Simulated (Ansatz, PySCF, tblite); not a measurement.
Bond stretch in Be₂, singlet.

UKS-B3LYP/LANL2DZ = PySCF with unrestricted B3LYP/LANL2DZ; RKS-PBE = restricted PBE/aug-cc-pVDZ (Ansatz, a quantum-chemistry and plane-wave program); GFN2-xTB, 300 K electronic temperature (tblite).

Energies are in mEh, each relative to the lowest point of its own curve near equilibrium.

```
R / Å  UKS-B3LYP/LANL2DZ  RKS-PBE  GFN2-xTB
-----  -----------------  -------  --------
1.89                19.7     25.0       2.2
2.04                 7.1     10.6       0.0
2.12                 3.5      6.0       0.4
2.26                 2.8      1.5       2.5
2.37                 0.9      0.2       4.9
2.42                 0.4      0.0       6.0
2.52                 0.0      0.2       7.9
2.59                 0.0      0.6       8.9
2.68                 0.2      1.5      10.3
2.75                 0.5      2.3      11.3
2.90                 1.3      4.1      12.9
3.09                 2.3      6.5      13.9
3.42                 3.6     10.0      14.4
3.76                 4.3     12.3      14.3
4.16                 4.8     13.9      14.1
4.52                 5.0     14.7      14.2
5.10                 5.2     15.3      14.5
5.46                 5.2     15.5      14.6
6.19                 5.1     15.6      14.8
6.84                 5.1     15.7      14.9
7.39                 5.1     15.7      14.9
```

At the longest distance, 7.39 Å, RKS-PBE lies highest above its minimum (15.7 mEh) and UKS-B3LYP/LANL2DZ lowest (5.1 mEh).

The unrestricted solution behind UKS-B3LYP/LANL2DZ changes between 2.12 and 2.26 Å, which can leave a kink. The unrestricted determinant behind UKS-B3LYP/LANL2DZ is spin-contaminated at 1.89 to 2.12 Å (<S²> up to 0.7, against 0.00 for a pure singlet).
